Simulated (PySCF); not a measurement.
Exact mass, isotope pattern and composition

Species: `[K][K]`.

Calculated from isotope tables alone.

Find the molar and monoisotopic masses of K2.

For K2, with standard atomic weights, 2 × 39.098 = 78.196 g/mol. From the most abundant isotopes (39K), 2 × 38.963707 = 77.9274 u.

What cluster does the molecular ion M+• show when like nominal masses merge?

```json
{"nominal mass": "78", "m/z (centroid)": "77.9269", "relative intensity": "100.0"}
{"nominal mass": "80", "m/z (centroid)": "79.9250", "relative intensity": "14.4"}
{"nominal mass": "82", "m/z (centroid)": "81.9231", "relative intensity": "0.5"}
```

Cut off at 0.1 %. One electron mass, 0.00055 u, is taken off. Abundances used (%; other tables differ somewhat): 39K 93.2581, 40K 0.0117, 41K 6.7302.

Protons, neutrons, electrons, and exact less nominal mass of the monoisotopic species?

38 protons, 40 neutrons and 38 electrons; 77.9274 − 78 = -0.0726 u.

Resolve the fine structure: one atom at a time replaced by a minor isotope.

Intensity in % of the monoisotopic species:

```tsv
isotope	mass shift (u)	m/z	intensity (%)
40K	+1.00029	78.9272	0.03
41K	+1.99812	79.9250	14.43
```

Species under 0.02 % are left out.

What is the composition by mass?

K 100.00 %.

Which m/z would the protonated and sodiated molecule have?

[M+H]+ 78.9347, [M+Na]+ 100.9166, for the monoisotopic species (arithmetic only; whether such ions form is another matter).

What share of all molecules is the monoisotopic species?

0.932581^2 = 86.97 %.
